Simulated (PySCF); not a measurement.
Species: C7H13 (doublet state).
Numbering: `[CH3:1][C:2]1([CH3:3])[CH:4][CH2:5][CH2:6][CH2:7]1` (hydrogens: H8, H9, H10 on C1; H11, H12, H13 on C3; H14 on C4; H15, H16 on C5; H17, H18 on C6; H19, H20 on C7)

Geometry (GFN2-xTB, Å), atoms numbered from 1 in this order:
```
atom  x, y, z in Å
C1    -1.1344    1.3620   -0.4389
C2    -0.5783    0.0219    0.0841
C3    -1.7133   -0.7353    0.7858
C4     0.0220   -0.7629   -1.0256
C5     1.4971   -0.8207   -0.9507
C6     1.8483    0.2356    0.1035
C7     0.6239    0.2600    1.0198
H8    -0.3431    1.9450   -0.9030
H9    -1.5620    1.9384    0.3791
H10   -1.9095    1.1827   -1.1804
H11   -2.0778   -0.1632    1.6365
H12   -1.3646   -1.7024    1.1410
H13   -2.5398   -0.9006    0.0987
H14   -0.5562   -1.2424   -1.7918
H15    1.9801   -0.6356   -1.9157
H16    1.8354   -1.8154   -0.6223
H17    2.7649    0.0029    0.6444
H18    1.9743    1.2063   -0.3787
H19    0.5380    1.1939    1.5735
H20    0.6895   -0.5594    1.7377
```

The hyperfine couplings belong to this conformer and change with its torsions.

Method used: UKS B3LYP, pcH-1 on C H, non-relativistic, mean-field spin-orbit, GIAO (PySCF 2.14.0). Geometry: GFN2-xTB, one conformer, isolated molecule. Couplings are sensitive to structure, and on GFN2-xTB geometries they can be far from those on DFT ones. No stability test was run, so a lower SCF solution isn't excluded.

Problem. The isotropic 13C couplings, averaged over equivalent nuclei, are +89.2, +56.7, -34.1, -29.8, +3.7, +0.7 MHz. Assign them to C1/C3; C2; C4; C5; C6; C7.

Solution. 
| site | a_iso (MHz) | ρ(0) (bohr⁻³) | position | distance from C4 (Å) | spin population | largest \|T\| (MHz) |
| --- | --- | --- | --- | --- | --- | --- |
| C1/C3 | +56.7 | +0.0504 | 2 bonds from C4 | 2.50 | +0.03 | 7.9 |
| C2 | -29.8 | -0.0265 | 1 bond from C4 | 1.49 | -0.07 | 1.9 |
| C4 | +89.2 | +0.0794 | largest spin population | 0.00 | +1.03 | 160.8 |
| C5 | -34.1 | -0.0303 | 1 bond from C4 | 1.48 | -0.09 | 2.3 |
| C6 | +3.7 | +0.0033 | 2 bonds from C4 | 2.37 | +0.01 | 2.1 |
| C7 | +0.7 | +0.0006 | 2 bonds from C4 | 2.36 | 0.00 | 2.1 |

ρ(0) is the spin density at the nucleus and T the dipolar tensor; entries for several nuclei are means. The largest Mulliken spin populations are on C4 (+1.03), C5 (-0.09), C2 (-0.07) and H16 (+0.06). No atom but C4 exceeds +0.15. The angles at C4 add up to 360.0°, so it is planar; its axial dipolar tensor and the negative coupling of its proton fit spin in a p orbital normal to that plane.

Class means assume fast exchange of nuclei equivalent by connectivity; if that motion is slow, each nucleus keeps its own coupling. The six 1H nuclei of mean +4.3 MHz run from -2.6 to 21.3 MHz in the frozen geometry. The 1H value of +113.0 MHz is a mean of couplings from 79.2 to 146.8 MHz in this one geometry, not an average over conformers. The 13C value of +56.7 MHz is a mean of couplings from 41.3 to 72.2 MHz in this one geometry, not an average over conformers.
